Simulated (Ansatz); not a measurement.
A nudged elastic band was laid between two geometries of BH₃OSSi (7 atoms, charge 0, multiplicity 1).

The calculation used RKS PBE/def2-SVP (Ansatz 0.2.0).

| Quantity | Value |
| --- | --- |
| movable images | 5 |
| climbing image | yes |
| spring | 5.0 eV/Å² |
| optimiser | quadratic models (default) |
| start path | through a guess of the saddle point |
| force threshold | 0.05 eV/Å |
| iteration limit | 60 |
| end points | relaxed |

Image 0:

```xyz
7
Properties=species:S:1:pos:R:3
B -1.092 0.083 -0.687
O 0.181 0.532 -0.983
Si 0.855 -0.069 0.491
S -1.127 -0.778 0.966
H -2.051 0.236 -1.411
H 1.394 1.040 1.343
H 1.901 -1.112 0.236
```

Image 6:

```xyz
7
Properties=species:S:1:pos:R:3
B -0.747 0.073 -0.653
O 0.087 1.076 -0.814
Si 1.521 0.690 0.293
S -0.181 -1.048 0.864
H -1.728 -0.223 -1.303
H 0.936 1.463 1.503
H 0.173 -2.099 0.065
```

Which bonds break or form, and what moves?

Bonds broken: Si3–H7. Bonds formed: S4–H7.

What energy profile does the band end with?

The forces met the threshold. The highest image is number 3 of 0 to 6, 50.2 kcal/mol above the first end and 10.1 kcal/mol above the last; the last end lies 40.1 kcal/mol above the first. A vibrational analysis at the climbing image gives one clearly imaginary mode, 733i cm⁻¹: a first-order saddle point. The orbitals stay closed-shell, which can raise the energy where a bond breaks towards radicals; this wasn't checked here.

```csv
image,path coordinate (Å),energy (kcal/mol),Si3–H7 (Å),S4–H7 (Å)
0,0.00,0.0,1.50,3.13
1,0.50,6.9,1.48,2.70
2,1.00,33.0,1.49,2.18
3,1.50,50.2,1.62,1.70
4,2.11,46.0,2.20,1.39
5,2.72,42.7,2.67,1.36
6,3.33,40.1,3.11,1.37
```

What is the geometry of the highest image?


```xyz
7
Properties=species:S:1:pos:R:3
B -0.949 0.010 -0.628
O 0.140 0.775 -0.928
Si 1.338 0.235 0.213
S -0.710 -1.075 0.870
H -1.982 0.032 -1.265
H 1.323 1.275 1.315
H 0.900 -1.320 0.377
```

What are the harmonic wavenumbers there?

733i, 270, 288, 462, 506, 674, 732, 758, 795, 853, 1032, 1248, 1637, 2097, 2582 cm⁻¹.

Run time: 2.7 min on 1 thread of Arm Neoverse V2, on a shared host, peak memory 0.14 GiB.
